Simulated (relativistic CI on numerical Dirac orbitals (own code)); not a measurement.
Radial Dirac CI calculation of Li⁺.

Command:

```sh
python run_levels.py task.json out
```

Input:

```
atom Li  Z=3  charge=1  electrons=2
nucleus A=7  rms_radius_fm=2.4440
hamiltonian dirac-coulomb  breit=on  qed=on  c_scale=1
orbitals kli  potential=per-configuration
slater_scale 1
correlation none
mixing on
grid step=0.0125 r_max=34.5
scf mixing=0.1 start=green max_iterations=150 tolerance=2e-08 node_fill=0.05
configurations
  1s2
  1s 2s
  1s 2p
end
```

Output:

```
SCF 1: 1s2
 iter      energy (Ha)   residual   last orbital (Ha)
    1        -7.160940   3.33e-01     -3.62961
    2        -7.176163   2.96e-01     -3.53327
    3        -7.236997   8.61e-03     -2.78139
    4        -7.237120   1.45e-02     -2.82849
    5        -7.237205   5.55e-04     -2.79133
    6        -7.237205   2.67e-04     -2.79200
    7        -7.237205   3.53e-05     -2.79255
    8        -7.237205   9.44e-07     -2.79263
    9        -7.237205   7.89e-07     -2.79263
   10        -7.237205   1.72e-10     -2.79264
SCF 2: 1s 2s
 iter      energy (Ha)   residual   last orbital (Ha)
    1        -5.081403   1.15e-01     -0.64728
    2        -5.083108   1.02e-01     -0.64071
    3        -5.089460   9.99e-03     -0.59187
    4        -5.089847   1.61e-03     -0.59185
    5        -5.090061   1.99e-04     -0.58933
    6        -5.090065   1.23e-04     -0.58939
    7        -5.090071   1.54e-06     -0.58940
    8        -5.090071   7.72e-07     -0.58940
    9        -5.090071   7.45e-09     -0.58940
SCF 3: 1s 2p
 iter      energy (Ha)   residual   last orbital (Ha)
    1        -4.999858   8.57e-02     -0.58739
    2        -5.002516   7.53e-02     -0.57888
    3        -5.013488   1.14e-02     -0.51838
    4        -5.013541   3.31e-03     -0.51960
    5        -5.013771   1.10e-04     -0.51436
    6        -5.013770   1.41e-04     -0.51440
    7        -5.013772   4.42e-07     -0.51439
    8        -5.013772   7.13e-07     -0.51439
    9        -5.013772   5.42e-09     -0.51439
orbital energies (Ha): 1s -2.7926
configuration averages (Ha): Dirac-Coulomb, Breit, QED
  1s2                             -7.237205    0.000258    0.000115
  1s 2s                           -5.090071    0.000009    0.000075
  1s 2p                           -5.013772    0.000009    0.000071
levels: no., configuration, term, J, E (cm-1), weight
   1 1s2                    1S   0                0.0  1.00
   2 1s 2s                  3S   1           467181.1  1.00
   3 1s 2s                  1S   0           483022.0  1.00
   4 1s 2p                  3P*  1           485511.8  1.00
   5 1s 2p                  3P*  2           485513.6  1.00
   6 1s 2p                  3P*  0           485517.4  1.00
   7 1s 2p                  1P*  1           494998.8  1.00
lowest total energy -7.236833 Ha
end: converged
```

Against the reference input this run has: SCF mixing 0.1. The reference run ends at -7.236833 Ha with Breit and QED terms. The change (SCF mixing 0.1) leaves the energy and the levels as they were.

With so few configurations and no correlation, terms lie too far apart (by 10 to 50 % or more near neutrality), their order can be wrong, and levels of other configurations are missing.

Run time about 0.054 s of CPU on one thread of Neoverse-V1 (shared host).
